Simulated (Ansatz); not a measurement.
Sn₅H₇⁺, 12 atoms. Hardware: 4 threads of Arm Neoverse V2 on a shared host.

In the def2 sets Sn takes a core potential; there is no spin–orbit coupling. Correlated methods freeze 20 core orbitals; core or outer-core shells of Sn are correlated, in sets that lack core-valence functions.

**Question.** How many basis functions does each of these Ansatz runs have, and roughly what does it cost? PBE-D4/def2-TZVP, charge 1 singlet, energy and forces, from earlier orbitals; PBE-D4/def2-SVP, charge 1 singlet, relaxation, 41 steps; PBE0-D4/def2-TZVP, charge 1 singlet, energy, from earlier orbitals; B3LYP-D4/def2-TZVP, charge 1 singlet, energy, from earlier orbitals; PBE-D4/def2-SVP, charge 1 singlet, energy, from earlier orbitals; ωB97M-V/def2-TZVP, charge 1 singlet, energy, from earlier orbitals; MP2/def2-TZVP, charge 1 singlet, energy, from earlier orbitals; LC-ωPBE/def2-TZVP, charge 1 singlet, energy, from earlier orbitals; r2SCAN-D4/def2-TZVP, charge 1 singlet, energy, from earlier orbitals; CCSD(T)/def2-SVP, charge 1 singlet, energy, from earlier orbitals; PBE0-D4/def2-SVP, charge 1 singlet, energy, from earlier orbitals.

**Answer.** Other jobs shared the machine, so times can vary by a factor of up to 3. A dash marks memory too small to be measured apart from the calling script's.

```csv
run,functions,fitting or Cholesky vectors,wall time,peak host memory (GiB)
"PBE-D4/def2-SVP, charge 1 singlet, energy, from earlier orbitals",165,1861,2.3 s,–
"PBE0-D4/def2-SVP, charge 1 singlet, energy, from earlier orbitals",165,2067,4.8 s,0.59
"PBE-D4/def2-TZVP, charge 1 singlet, energy and forces, from earlier orbitals",292,2248,6 s,0.57
"LC-ωPBE/def2-TZVP, charge 1 singlet, energy, from earlier orbitals",292,2248,7.5 s,0.95
"r2SCAN-D4/def2-TZVP, charge 1 singlet, energy, from earlier orbitals",292,2248,11 s,0.62
"B3LYP-D4/def2-TZVP, charge 1 singlet, energy, from earlier orbitals",292,2468,12 s,1.3
"PBE0-D4/def2-TZVP, charge 1 singlet, energy, from earlier orbitals",292,2613,12 s,1.4
"MP2/def2-TZVP, charge 1 singlet, energy, from earlier orbitals",292,2746,16 s,1.3
"ωB97M-V/def2-TZVP, charge 1 singlet, energy, from earlier orbitals",292,2468,33 s,1.7
"PBE-D4/def2-SVP, charge 1 singlet, relaxation, 41 steps",165,1861,83 s,–
"CCSD(T)/def2-SVP, charge 1 singlet, energy, from earlier orbitals",165,2067,2.7 min,2.4
```
